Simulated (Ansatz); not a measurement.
Ansatz (a program for electronic structure) input for [(E)-2-germylethenyl]germane (C2H8Ge2), SMILES [GeH3]/[CH]=[CH]/[GeH3], PBE-D3(BJ)/def2-SVP. 

Ansatz 0.2 input:
```yaml
crystal:
  periodic: [false, false, false]
  atoms:
    - {symbol: Ge, position_ang: [0.01670643, 2.38086580, -0.00000000]}
    - {symbol: C, position_ang: [-0.45269289, 0.49428941, -0.00000000]}
    - {symbol: C, position_ang: [0.45269289, -0.49428941, 0.00000000]}
    - {symbol: Ge, position_ang: [-0.01670643, -2.38086580, 0.00000000]}
    - {symbol: H, position_ang: [1.55120499, 2.50153202, -0.00000000]}
    - {symbol: H, position_ang: [-0.55924523, 3.07876169, -1.24748080]}
    - {symbol: H, position_ang: [-0.55924522, 3.07876170, 1.24748080]}
    - {symbol: H, position_ang: [-1.52218261, 0.24115406, 0.00000000]}
    - {symbol: H, position_ang: [1.52218261, -0.24115406, -0.00000000]}
    - {symbol: H, position_ang: [0.55924523, -3.07876169, 1.24748080]}
    - {symbol: H, position_ang: [0.55924522, -3.07876170, -1.24748080]}
    - {symbol: H, position_ang: [-1.55120499, -2.50153202, 0.00000000]}
basis:
  gaussian:
    orbitals: def2-SVP
hamiltonian:
  xc: pbe
  dispersion: d3bj
relax: {f_tol: 0.002, max_steps: 200}
```

Log of the run:

```
WARN ansatz: RAYON_NUM_THREADS=1 ignored (pool sized by the plan → 1); use --threads N
Functional definition: PBE
integrals: 0.08 GiB planned
1482 factors; their error is unknown
mean field: 0.42 GiB planned
mean field evaluation 1: about -115195.5787 eV, gradient 5.8e1 eV
mean field evaluation 2: about -115177.7047 eV, gradient 9.8e1 eV
mean field evaluation 4: about -115203.3627 eV, gradient 5.5e0 eV
mean field evaluation 8: about -115203.4183 eV, gradient 2.5e-2 eV
mean field evaluation 16: about -115203.3327 eV, gradient 3.1e-5 eV
mean field -115203.33266069 eV, -4233.6443876567 hartree, gradient 1.6e-5 eV, S^2 0.000000; 0 other end points of the search recorded, 0 dependent functions left out
the calculation of the forces begins
reference -115203.33270561 eV, -4233.6443893075 hartree; 42, 42 occupied and 90, 90 virtual orbitals, 1482 factors
relax step   1: F+E_penalty+E_count = -115203.58723240 eV  Δ(F+E_penalty+E_count) = +0.000e0 eV  max|allowed force component| = 2.817e-1 eV/Å  Δτ_max = 0.0000 Å  (29 SCF iters, accepted)
these checks for a lower state are left out or cut short: starts, cluster_reference, orbital_swaps, neighbouring_geometries, increment
integrals: 0.08 GiB planned
1482 factors; their error is unknown
mean field: 0.42 GiB planned
mean field -115203.34810382 eV, -4233.6449551815 hartree, gradient 2.1e-5 eV, S^2 0.000000; 0 other end points of the search recorded, 0 dependent functions left out
the calculation of the forces begins
reference -115203.34814889 eV, -4233.6449568376 hartree; 42, 42 occupied and 90, 90 virtual orbitals, 1482 factors
relax step   2: F+E_penalty+E_count = -115203.60131140 eV  Δ(F+E_penalty+E_count) = -1.408e-2 eV  max|allowed force component| = 7.276e-2 eV/Å  Δτ_max = 0.0215 Å  (31 SCF iters, accepted)
these checks for a lower state are left out or cut short: starts, cluster_reference, orbital_swaps, neighbouring_geometries, increment
integrals: 0.08 GiB planned
1482 factors; their error is unknown
mean field: 0.42 GiB planned
mean field evaluation 32: about -115203.3491 eV, gradient 2.1e-5 eV
mean field -115203.34906295 eV, -4233.6449904287 hartree, gradient 2.1e-5 eV, S^2 0.000000; 0 other end points of the search recorded, 0 dependent functions left out
the calculation of the forces begins
reference -115203.34910804 eV, -4233.6449920860 hartree; 42, 42 occupied and 90, 90 virtual orbitals, 1482 factors
relax step   3: F+E_penalty+E_count = -115203.60196720 eV  Δ(F+E_penalty+E_count) = -6.558e-4 eV  max|allowed force component| = 1.143e-2 eV/Å  Δτ_max = 0.0059 Å  (32 SCF iters, accepted)
these checks for a lower state are left out or cut short: starts, cluster_reference, orbital_swaps, neighbouring_geometries, increment
integrals: 0.08 GiB planned
1482 factors; their error is unknown
mean field: 0.42 GiB planned
mean field -115203.34910790 eV, -4233.6449920807 hartree, gradient 2.9e-5 eV, S^2 0.000000; 0 other end points of the search recorded, 0 dependent functions left out
the calculation of the forces begins
reference -115203.34915300 eV, -4233.6449937380 hartree; 42, 42 occupied and 90, 90 virtual orbitals, 1482 factors
relax step   4: F+E_penalty+E_count = -115203.60197835 eV  Δ(F+E_penalty+E_count) = -1.115e-5 eV  max|allowed force component| = 6.106e-3 eV/Å  Δτ_max = 0.0012 Å  (20 SCF iters, accepted)
these checks for a lower state are left out or cut short: starts, cluster_reference, orbital_swaps, neighbouring_geometries, increment
integrals: 0.08 GiB planned
1482 factors; their error is unknown
mean field: 0.42 GiB planned
mean field -115203.34909259 eV, -4233.6449915181 hartree, gradient 3.0e-5 eV, S^2 0.000000; 0 other end points of the search recorded, 0 dependent functions left out
the calculation of the forces begins
reference -115203.34913769 eV, -4233.6449931753 hartree; 42, 42 occupied and 90, 90 virtual orbitals, 1482 factors
relax step   5: F+E_penalty+E_count = -115203.60197888 eV  Δ(F+E_penalty+E_count) = -5.351e-7 eV  max|allowed force component| = 5.015e-3 eV/Å  Δτ_max = 0.0003 Å  (20 SCF iters, accepted)
these checks for a lower state are left out or cut short: starts, cluster_reference, orbital_swaps, neighbouring_geometries, increment
integrals: 0.08 GiB planned
1482 factors; their error is unknown
mean field: 0.42 GiB planned
mean field -115203.34908592 eV, -4233.6449912728 hartree, gradient 2.8e-5 eV, S^2 0.000000; 0 other end points of the search recorded, 0 dependent functions left out
the calculation of the forces begins
reference -115203.34913101 eV, -4233.6449929300 hartree; 42, 42 occupied and 90, 90 virtual orbitals, 1482 factors
relax step   6: F+E_penalty+E_count = -115203.60197936 eV  Δ(F+E_penalty+E_count) = -4.789e-7 eV  max|allowed force component| = 9.022e-4 eV/Å  Δτ_max = 0.0004 Å  (19 SCF iters, accepted)
integrals: 0.08 GiB planned
1482 factors; their error is unknown
mean field: 0.42 GiB planned
mean field evaluation 64: about -115203.3491 eV, gradient 1.4e-3 eV
mean field -115203.34908592 eV, -4233.6449912728 hartree, gradient 2.8e-5 eV, S^2 0.000000; 1 other end points of the search recorded, 0 dependent functions left out
the calculation of the forces begins
reference -115203.34913101 eV, -4233.6449929300 hartree; 42, 42 occupied and 90, 90 virtual orbitals, 1482 factors
Total energy: -115203.60202446 eV, -4233.6542865927 hartree
Atom 0 at     0.016196     2.396323     0.000000 Å, force    -0.000203     0.000102     0.000000 eV/Å
Atom 1 at    -0.455876     0.498005    -0.000000 Å, force    -0.000902    -0.000355     0.000000 eV/Å
Atom 2 at     0.455876    -0.498004    -0.000000 Å, force     0.000902     0.000355    -0.000000 eV/Å
Atom 3 at    -0.016196    -2.396323     0.000000 Å, force     0.000203    -0.000102    -0.000000 eV/Å
Atom 4 at     1.562197     2.517906    -0.000000 Å, force    -0.000014     0.000386    -0.000000 eV/Å
Atom 5 at    -0.564341     3.101503    -1.256009 Å, force     0.000155    -0.000033     0.000154 eV/Å
Atom 6 at    -0.564341     3.101503     1.256009 Å, force     0.000155    -0.000033    -0.000154 eV/Å
Atom 7 at    -1.534067     0.246455    -0.000000 Å, force     0.000547     0.000443    -0.000000 eV/Å
Atom 8 at     1.534067    -0.246455     0.000000 Å, force    -0.000547    -0.000443     0.000000 eV/Å
Atom 9 at     0.564341    -3.101503     1.256009 Å, force    -0.000155     0.000033    -0.000154 eV/Å
Atom 10 at     0.564341    -3.101503    -1.256009 Å, force    -0.000155     0.000033     0.000154 eV/Å
Atom 11 at    -1.562197    -2.517906     0.000000 Å, force     0.000014    -0.000386     0.000000 eV/Å
Dipole moment:    -0.000000     0.000000     0.000000 e Å
```

The calculation finished and met its thresholds.

Cost: very roughly 24 core-seconds.
